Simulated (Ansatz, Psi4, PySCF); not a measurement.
Species: silicon monosulfide, SiS (charge 0, singlet). SMILES: S=[Si]
Geometry: optimised at B3LYP-D3(BJ)/def2-TZVP (Ansatz, a program for electronic structure).

Property: size of the dipole moment, in D. Set-up: six Cartesian d functions in 6-31G* and its kin unless marked 5d; spin-orbit terms left out; LANL2DZ with its own core potentials from Na on; non-relativistic. Ab initio and DFT rows: single points at B3LYP-D3(BJ) geometries (Ansatz).

```json
[
 {"level": "PBE/STO-3G", "program": "Ansatz", "size of the dipole moment (D)": "0.94"},
 {"level": "PBE/LANL2DZ", "program": "Ansatz", "size of the dipole moment (D)": "1.61"},
 {"level": "BLYP/6-31G*", "program": "Ansatz", "size of the dipole moment (D)": "1.54"},
 {"level": "BP86/6-31G* (5d)", "program": "PySCF", "size of the dipole moment (D)": "1.54"},
 {"level": "B3LYP/3-21G", "program": "Ansatz", "size of the dipole moment (D)": "1.98"},
 {"level": "B3LYP/6-31G*", "program": "Ansatz", "size of the dipole moment (D)": "1.78"},
 {"level": "wB97X-D/6-31G*", "program": "Psi4", "size of the dipole moment (D)": "1.96"}
]
```

No value to compare with is used here. The 7 habitual levels span 0.94 (PBE/STO-3G) to 1.98 D (B3LYP/3-21G).

The levels are drawn from those run, B3LYP/6-31G* more often than the rest, none by its result; left out are runs that failed, that the program found above a lower state of the same kind, or whose <S^2> lies over 0.5 above the pure value.
